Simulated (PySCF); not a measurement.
**NMR data sheet: C$_{6}$H$_{9}$FN$_{2}$Si**

```
Formula                               : C6H9FN2Si
SMILES                                : Fc1cc([SiH3])n(C2CC2)n1
Point group of the computed structure : C1
Degrees of unsaturation               : 4
Carbon signals                        : 5
Proton signals                        : 5
```

Mapped SMILES: `[F:1][c:2]1[cH:3][c:4]([SiH3:5])[n:6]([CH:7]2[CH2:8][CH2:9]2)[n:10]1`. Each H is labelled by its parent atom. Ha(C8), Ha(C9) are cis to N6 on the ring; Hb(C8), Hb(C9) are trans to N6 on the ring.

Theoretical values (PySCF 2.14.0 with density-fitted response routines): shielding tensors at PBE0/pcSseg-1 (GIAO), coordinates at the GFN2-xTB level. In vacuum, one conformer, fast rotation and ring inversion assumed for equivalent nuclei, non-relativistic.

Shifts are taken against calculated references (same method and geometry level): ¹H (31.72 ppm) and ¹³C (186.93 ppm) and ²⁹Si (349.16 ppm) against TMS; ¹⁹F (170.95 ppm) vs CFCl3; NH3 for ¹⁵N (267.73 ppm).

| carbon | δC, type | δH (multiplicity) | HMBC from (2–3 bonds) | span of the C tensor (ppm) |
| --- | --- | --- | --- | --- |
| C2 | 173.3, C | – | H(C3) | 111 |
| C3 | 105.3, CH | 5.97 (m) | H(Si5) | 130 |
| C4 | 134.9, C | – | H(C3), H(Si5), H(C7) | 147 |
| C7 | 35.6, CH | 3.20 (m) | Ha(C8)/Ha(C9), Hb(C8)/Hb(C9) | 98 |
| C8/C9 | 10.5, CH2 | Hb(C8) 0.92 (m); Ha(C8) 1.54 (m) | H(C7), Ha(C8)/Ha(C9), Hb(C8)/Hb(C9) | 66 |

Other nuclei:
| atoms | nucleus | environment | δ (ppm) | σ (ppm) |
| --- | --- | --- | --- | --- |
| H(Si5) | ¹H | hydrogen on a silicon bonded to C | 4.53 | 27.18 |
| F1 | ¹⁹F | aryl fluorine | -142.0 | 313.0 |
| Si5 | ²⁹Si | silicon bonded to C, 3 H | -89.5 | 438.6 |
| N10 | ¹⁵N | pyridine-type nitrogen of an azole | 310.6 | -42.9 |
| N6 | ¹⁵N | pyrrole-type ring nitrogen | 229.4 | 38.4 |

- Carbon types of the structure: 2 × C, 2 × CH, 2 × CH2, leaving 3 H on heteroatoms.
- δC 173.3: aromatic carbon bearing fluorine; the electronegative substituent deshields the carbon that carries it.
- δC 134.9: substituted aromatic carbon next to a ring nitrogen.
- δC 105.3: aromatic CH.
- δC 35.6, 10.5: three-membered-ring carbon.
- δH 3.20, 1.54, 0.92: hydrogen on a three-membered-ring carbon.

Splittings by ¹⁹F in the carbon and heteronuclear signals aren't shown, as no couplings were computed. Shifts are as computed. Against solution values, carbons near 30 ppm lie about +3 ppm off and those near 130 ppm about +5 ppm. Of 1211 compounds with measured shifts, 218 miss one by over three times the rms of a fit or turn the order of signals round; such compounds aren't used in these exercises. Unscaled 19F shifts against computed CFCl3 carry errors that often reach 10 to 50 ppm. Experimental scales use liquid or dissolved standards, which lie at an offset from isolated NH3 (liquid NH3: subtract about 20 ppm). Unscaled 15N shifts of sp2 nitrogen come out 20 to 40 ppm too high even then. Multiplicities follow the n + 1 count of equivalent neighbours, as no J values were calculated; m marks all less simple cases, F and P coupling included.
